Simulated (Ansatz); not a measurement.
Consider the isomerisation: `C[N](C)[Sn][OH]` → `C[NH][SnH2][CH]=O`.

Isolated molecules relaxed with PBE0-D4/def2-TZVP in Ansatz; ΔE leaves out vibrations. CCSD(T)/CBS adds triple-zeta CCSD(T) − MP2 to the extrapolated MP2 energy (def2 sets, frozen cores). Functionals use def2-TZVPP. def2 core potentials past Kr. For Sn outer-core shells are correlated without core-valence functions, which leaves a few kJ/mol of doubt a bond. One conformer a species, not always the lowest.

Question: Is it downhill or uphill in electronic energy at CCSD(T)/CBS, and by how much? (Estimate.)

Answer: Ansatz gave: Uphill: ΔE = +57.6 kcal/mol.

Question: What do these levels give: r2SCAN-D4, r2SCAN, PBE0, CCSD(T)/def2-TZVPP, HF/def2-QZVPP, SCS-MP2/def2-QZVPP? (An estimate is asked.)

Answer: Ansatz gave: r2SCAN-D4 57.2, r2SCAN 57.1, PBE0 56.2, CCSD(T)/def2-TZVPP 54.0, HF/def2-QZVPP 49.1, SCS-MP2/def2-QZVPP 59.0 kcal/mol.

Largest T1 diagnostic among the species: 0.017.

From PBE to PBE0 (25 % exact exchange), in def2-TZVPP and without D4, ΔE moves by −0.9 kcal/mol. The D4 term adds +1.3 kcal/mol with B3LYP and +0.6 kcal/mol with PBE0; it sums over pairs of atoms, weighted by their polarisabilities, and B3LYP, whose exchange is more repulsive, gets the larger term. In def2-TZVPP, CCSD(T) changes the Hartree–Fock value by +5.4 kcal/mol (the triples alone add +0.2 kcal/mol) and MP2 by +11.4 kcal/mol.

B3LYP here is the variant with VWN-RPA as its local correlation; programs differ in this.
